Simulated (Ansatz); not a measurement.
`[OH][GeH2][GeH2][OH]` + H₂ → `[OH][GeH3]` + `[OH][GeH3]`  (hydrogenolysis of a Ge–Ge bond)

Computed with Ansatz on PBE0-D4/def2-TZVP structures; ΔE is electronic, products minus reactants. CCSD(T)/CBS is the MP2 limit (def2-TZVPP, def2-QZVPP) plus CCSD(T) − MP2 in def2-TZVPP, frozen cores. This one scheme is used for every species. Functionals use def2-TZVPP. For Ge outer-core shells are correlated without core-valence functions, which leaves a few kJ/mol of doubt a bond. Scalar relativity is left out up to krypton. Each species was taken in one conformer, which may not be the lowest.

`[OH][GeH2][GeH2][OH]`:

```xyz
10

O     1.053   -2.138    0.689
Ge    1.147   -0.468    0.051
Ge   -1.096    0.356   -0.458
O    -1.046    2.124   -0.740
H     0.627   -2.180    1.547
H     2.039   -0.597   -1.191
H     1.828    0.446    1.098
H    -1.666   -0.210   -1.765
H    -2.058    0.049    0.715
H    -0.829    2.617    0.054
```

H₂:

Z-matrix (Å, degrees):
```
H
H 1 0.746
```

`[OH][GeH3]`:

```xyz
6

O     0.965    0.756   -0.617
Ge   -0.161   -0.352    0.209
H     0.546    1.576   -0.886
H     0.693   -1.577    0.547
H    -1.324   -0.719   -0.734
H    -0.718    0.316    1.481
```

`[OH][GeH3]`:

Z-matrix (Å, degrees):
```
Ge
O 1 1.783
H 1 1.531 2 104.3
H 1 1.541 2 109.9 3 119.6
H 1 1.541 2 109.9 3 -119.6
H 2 0.959 1 112.7 3 180.0
```

| species | r2SCANh-D4 energy (Eh) |
| --- | --- |
| `[OH][GeH2][GeH2][OH]` | -4308.06048 |
| H₂ | -1.17099 |
| `[OH][GeH3]` | -2154.61453 |
| `[OH][GeH3]` | -2154.61453 |

Problem. Work out ΔE.

Solution. ΔE = (-2154.61453) + (-2154.61453) − (-4308.06048) − (-1.17099) = 0.00241 Eh = +0.07 eV. CCSD(T)/CBS gives +0.04 eV.

Largest T1 diagnostic among the species: 0.012.

In def2-TZVPP, CCSD(T) changes the Hartree–Fock value by +0.29 eV (the triples alone add +0.05 eV) and MP2 by +0.33 eV. At CCSD(T), def2-SVP lies −0.21 eV from the extrapolated value and def2-TZVPP −0.04 eV. The D4 term adds +0.10 eV with B3LYP and +0.05 eV with PBE0; it sums over pairs of atoms, weighted by their polarisabilities, and B3LYP, whose exchange is more repulsive, gets the larger term.

B3LYP here is the variant with VWN-RPA as its local correlation; programs differ in this.
